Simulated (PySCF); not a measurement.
Sn(H)(Cl)2(OMe) (CH4Cl2OSn), SMILES [SnH]([Cl])([O]C)[Cl].

The structure is a stationary point at B3LYP-D3(BJ)/def2-SVP. The structure was generated by enumeration; whether it is a known compound was not checked. The def2 effective core potentials stand for the cores of Sn; spin–orbit coupling is left out. Other conformers were not sampled.

All values below come from PySCF with CAM-B3LYP/def2-TZVP.

Gas-phase values at a fixed geometry.

Problem. Estimate the frontier levels, gap, dipole moment and polarisability. (An estimate is asked for; the answer gives what the named calculation found.)

Solution. 
The highest occupied level is -9.81 eV and the lowest empty level is -1.16 eV. The orbital gap is 8.65 eV. The dipole moment is 1.30 D and the quadrupole, principal values (traceless, Buckingham form, about the centre of nuclear charge) is -5.53, -4.77, 10.31 D·Å. The mean static polarisability comes out as 76.6 bohr³ (11.35 Å³) and the polarisability, principal values is 70.1, 77.2, 82.4 bohr³.
